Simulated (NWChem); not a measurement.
System meant: VHO2F2; SMILES [O]=[V]([OH])([F])[F]

The following NWChem deck was run.

```
start job
memory heap 200 mb stack 900 mb global 1100 mb
geometry units angstroms noautoz
  V      0.010001    -0.000017    -0.007115
  O     -0.179415    -0.000138     1.518746
  F      0.873803    -1.405316    -0.456253
  F      0.869256     1.407957    -0.456595
  O     -1.551875    -0.002624    -0.742820
  H     -2.381256    -0.003909    -0.247098
end
basis spherical
  V library def2-svp
  O library def2-svp
  F library def2-svp
  H library def2-svp
end
dft
  xc b3lyp
  iterations 4
  mulliken
end
task dft energy
```

End of the output:

```
    Atom       Charge   Shell Charges
 -----------   ------   -------------------------------------------------------
    1 V   23    24.18   2.00  2.00  1.88  0.25  0.07  5.99  5.81  0.96  3.23  1.88  0.10
    2 O    8     7.20   1.98  0.96  0.71  2.02  1.49  0.03
    3 F    9     9.01   1.98  1.02  0.78  3.08  2.16  0.01
    4 F    9     9.01   1.98  1.02  0.78  3.08  2.16  0.01
    5 O    8     7.70   1.97  0.87  0.61  2.39  1.84  0.02
    6 H    1     0.89   0.55  0.17  0.17

 center of mass
 --------------
 x =   0.06507931 y =  -0.00617054 z =   0.00000000

 moments of inertia (a.u.)
 ------------------
         459.327192758820           0.000000114813           0.000000000000
           0.000000114813         531.017351623933           0.000000000000
           0.000000000000           0.000000000000         453.387442827407

     Multipole analysis of the density
     ---------------------------------

     L   x y z        total         alpha         beta         nuclear
     -   - - -        -----         -----         ----         -------
     0   0 0 0     -0.000000    -29.000000    -29.000000     58.000000

     1   1 0 0     -2.051129     -1.025565     -1.025565      0.000000
     1   0 1 0      1.843371      0.921685      0.921685     -0.000000
     1   0 0 1      0.000000      0.000000      0.000000      0.000000

     2   2 0 0    -18.538753    -78.640654    -78.640654    138.742555
     2   1 1 0     -0.017509     -1.133293     -1.133293      2.249076
     2   1 0 1      0.000000      0.000000      0.000000      0.000000
     2   0 2 0    -20.199389    -57.583263    -57.583263     94.967137
     2   0 1 1      0.000000      0.000000      0.000000      0.000000
     2   0 0 2    -27.010411    -77.097586    -77.097586    127.184761

 ------------------------------------------------------------------------
 dft energy failed                                                                                  0
 ------------------------------------------------------------------------
 ------------------------------------------------------------------------
  current input line :
    22: task dft energy
 ------------------------------------------------------------------------
 ------------------------------------------------------------------------
 This type of error is most commonly associated with calculations not reaching convergence criteria
 ------------------------------------------------------------------------
 For more information see the NWChem manual at https://nwchemgit.github.io

0:dft energy failed:Received an Error in Communication
```

Task: What is wrong, and how is it mended?

Result: The run did not converge; its last values are not results. Cause: the SCF was allowed too few iterations. This input runs:
```
start job
memory heap 200 mb stack 900 mb global 1100 mb
geometry units angstroms noautoz
  V      0.010001    -0.000017    -0.007115
  O     -0.179415    -0.000138     1.518746
  F      0.873803    -1.405316    -0.456253
  F      0.869256     1.407957    -0.456595
  O     -1.551875    -0.002624    -0.742820
  H     -2.381256    -0.003909    -0.247098
end
basis spherical
  * library def2-svp
end
dft
  xc b3lyp
  iterations 150
  mulliken
end
task dft energy
```
It converges to -1294.54614 Ha (B3LYP/def2-SVP).
